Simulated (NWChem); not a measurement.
System: GeF cation, singlet

```xyz
2

F      0.0000     0.0000    -1.3323
Ge     0.0000     0.0000     0.3766
```
Atoms are numbered in this order, from 1.

Results from NWChem. Pople sets run with spherical d functions. Low-valent species are run as closed-shell singlets; no triplet was tried in these runs. Coordinates come from a PBE-D3(BJ)/def2-SVP optimisation. Vzz is the largest principal value of the second derivative of the potential at the nucleus (NWChem prints the opposite sign); η is the asymmetry. Non-relativistic.

```
level              Vzz Ge2 (a.u.)  η Ge2
-----------------  --------------  -----
CAM-B3LYP/6-31G*           -2.848   0.00
CAM-B3LYP/cc-pVTZ          -3.636   0.00
PBE0/def2-SVP                 ___   0.00
PBE0/cc-pVTZ               -3.593   0.00
```

**Question.** Complete the blanks.

**Answer.** 
- PBE0/def2-SVP, Vzz Ge2 (a.u.): -3.062
